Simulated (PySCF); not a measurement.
PySCF input:

```python
from pyscf import gto, scf, dft

mol = gto.M(
    atom='''
    Pb   -0.00000000   -0.00000000   -0.37640212
    S     0.00000000    0.00000000    1.92906087
    ''',
    basis='def2-tzvpd',
    ecp='def2-tzvp',
    charge=0,
    spin=0,
    verbose=4,
)

mf = dft.RKS(mol, xc='m06l').density_fit(auxbasis='def2-universal-jkfit')
mf.grids.level = 4
mf.conv_tol = 1e-9
mf.max_cycle = 100
mf.max_memory = 1500
mf.kernel()
if not mf.converged:
    mf = mf.newton()
    mf.kernel(mf.make_rdm1())
mf.analyze()
```

**Question.** Predict the final energy.

**Answer.** -591.23916 Eh (M06-L/def2-TZVPD).
